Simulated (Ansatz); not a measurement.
(NaBr)2 ring (Na2Br2). Charge 0, multiplicity 1. Geometry PBE-D4/def2-SVP, basis def2-TZVP, Ansatz.

| run | HOMO (eV) | LUMO (eV) |
| --- | --- | --- |
| A | -6.82 | -1.38 |
| B | -7.08 | -1.10 |
| C | -6.14 | -1.00 |
| D | -8.15 | -0.78 |
| E | -6.15 | -1.47 |
| F | -9.41 | 0.12 |

B3LYP takes the VWN-RPA correlation.

**Question.** The runs used B3LYP, B97M-V, BHLYP, PBE0, r2SCAN, ωB97X-V. Estimate which is which.

**Answer.** A B3LYP (20 % exact exchange); B PBE0 (25 % exact exchange); C r2SCAN (0 % exact exchange); D BHLYP (50 % exact exchange); E B97M-V (0 % exact exchange); F ωB97X-V (range-separated). Exact exchange lowers occupied and raises empty levels; among semilocal functionals meta-GGAs tend to open the gap a little, and such runs are hard to tell apart. The gap grows from 4.68 eV (B97M-V) to 9.53 eV (ωB97X-V).
